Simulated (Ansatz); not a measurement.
MO3 with several metals: r2SCAN-D4/def2-TZVPD single points in Ansatz on relaxed structures, gas phase. Core potentials for Mo, W, no spin–orbit coupling. Binding counts from free atoms in the multiplicity of their measured ground term, without zero-point energy. A dash marks a value that wasn't run or was left out as unsound. The structures are stationary points that may keep the symmetry of their start. Remarks come from the PBE and PBE0 runs and from stability tests at other levels; not every state was tested. A HOMO above zero means that the electron is unbound at that level and held by the basis, or that self-interaction error raises the level; the energy of removing that electron tells which.

```csv
species,atoms,state,geometry,HOMO (eV),LUMO (eV),gap (eV),vertical EA (eV),binding per atom (eV),point group (within 0.1 Å),remarks
WO3,4,singlet,PBE-D4/def2-TZVP,-7.63,-5.37,2.25,3.09,–,C3v,restricted SCF unstable in HF
CrO3,4,singlet,PBE0-D4/def2-TZVP,-8.07,-6.08,1.99,3.21,3.76,C3v,"restricted SCF unstable in HF, HOMO above zero (-1 doublet)"
```

Question: Estimate the rows for MoO3 (singlet, r2SCAN-D4/def2-TZVP geometry).

Answer: 
| species | atoms | state | geometry | HOMO (eV) | LUMO (eV) | gap (eV) | vertical EA (eV) | binding per atom (eV) | point group (within 0.1 Å) | remarks |
| --- | --- | --- | --- | --- | --- | --- | --- | --- | --- | --- |
| MoO3 | 4 | singlet | r2SCAN-D4/def2-TZVP | -7.78 | -5.25 | 2.53 | 2.88 | 4.56 | C3v | restricted SCF unstable in HF, HOMO above zero (-1 doublet) |

The gap (eV) runs from 1.99 (CrO3) to 2.53 (MoO3). The vertical EA (eV) runs from 2.88 (MoO3) to 3.21 (CrO3).
